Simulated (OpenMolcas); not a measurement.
# O3+: the spin-orbit constant, worked from levels

```json
{
  "Program": "OpenMolcas",
  "Basis": "ANO-RCC-VTZP [4s3p2d1f]",
  "Scalar Hamiltonian": "DKH3, point nucleus",
  "Active space": "3 electrons in 8 orbitals (2s 2p 3s 3p)",
  "State averaging": "2S+1 = 4 odd, 1 root (0 in the spin-orbit step); 2S+1 = 2 odd, 3 roots; 2S+1 = 4 even, 3 roots; 2S+1 = 2 even, 9 roots",
  "Spin-orbit coupling": "RASSI with atomic mean-field integrals over the reference wave functions, term energies averaged over their components"
}
```

Methods: CASSCF; SS-CASPT2, IPEA 0.25 Eh, imaginary shift 0.1 Eh (closed shells correlated: 1s). Measured levels: Moore, Selected Tables of Atomic Spectra, NSRDS-NBS 3, section 10.

**The spin-orbit constant.** For the Hund term ²P° of p1, E(J) = (A/2) J(J+1) + constant and ζ = 2S·A = A. From J = 1/2 to J = 3/2 the energy changes by 1.5 A.

```csv
Source,E(3/2) - E(1/2),A,ζ
CASSCF,375.6,250.4,250
SS-CASPT2,375.6,250.4,250
measured,385.9,257.3,257
```

All in cm-1. SS-CASPT2 is off by -2.7 % and CASSCF by -2.7 %. Both methods take the spin-orbit matrix elements from the reference wave functions, so the second can move ζ only through the term energies and any multistate remixing.

Active for correlation alone: 3p 3s; no level in the range computed is led by a configuration that fills them, so any true level of that kind is missing. Measured partners are found by configuration, term and J. A level has none where our copy of the source lacks it or the pairing is in doubt (some pairs that miss far off the trend of their configuration count as doubtful), and it then counts in no deviation. Levels of configurations outside the active space are missing.

° marks odd parity.
